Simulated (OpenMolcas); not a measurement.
Ir5+ with 6 ligands (fluoride) in octahedral coordination (Oh). A charge of +0.167 e stands 2.8 Å behind each ligand. Ligand basis ANO-RCC-VDZP.

```
Program             : OpenMolcas 26.06
Method              : SS-CASPT2, IPEA 0.25 Eh, imaginary shift 0.1 Eh (closed shells correlated: 5s 5p and the ligand valence shells)
Basis               : ANO-RCC-VTZP [8s7p5d3f1g]
Scalar Hamiltonian  : DKH2, point nucleus
Active space        : 4 electrons in 5 orbitals (5d)
State averaging     : 2S+1 = 5 even, 5 roots; 2S+1 = 3 even, 45 roots; 2S+1 = 1 even, 50 roots
Spin-orbit coupling : RASSI with atomic mean-field integrals over the reference wave functions
```

All ligands move together. At R = 1.88 Å the first state of the same spin is 33940 cm-1, and at R = 1.98 Å it is 27510 cm-1.

Question: A third run gives 38110 cm-1. What distance was it run at?

Answer: With a power law R^-n the two known points give n = -ln(27510 / 33940) / ln(1.98 / 1.88) = 4.05. Then R = 1.88 × (33940 / 38110)^(1/4.05) = 1.827 Å. The run was at 1.83 Å, so the estimate is off by -0.003 Å.

Roots that are degenerate in the reference are averaged as groups; the widest CASPT2 spread within a group is 1800 cm-1 (the 3-fold group of multiplicity 3 near 86600 cm-1 above the lowest state of its run, R = 1.88). Shifts and gaps below about the spread of the groups concerned are not significant. Over all roots computed the reference weight is 0.64 to 0.69 in R = 1.83, 0.63 to 0.68 in R = 1.88, 0.61 to 0.66 in R = 1.98; the roots of lowest weight are the least certain, and an intruder state may touch them. Ligand-to-metal charge-transfer states are missing. With no ligand orbital active B as a rule stays too high, so bands that hang on it stand too high and its fall with covalency is understated. With one d shell and no ligand orbital active, 10Dq can be off by a tenth or more. The least metal-like active orbital is 67 % on the metal (Löwdin) and no ligand orbital is active, so the numbers are rough, and ground spin, moment and any spin crossover can be artefacts of this space; highly charged d ions in such sites are as a rule low spin (holds for R = 1.83; R = 1.88). The least metal-like active orbital is 66 % on the metal (Löwdin) and no ligand orbital is active, so the numbers are rough, and ground spin, moment and any spin crossover can be artefacts of this space; highly charged d ions in such sites are as a rule low spin (holds for R = 1.98). No measured value stands beside these numbers; the geometry was imposed, not optimised, and the real ion may take another.
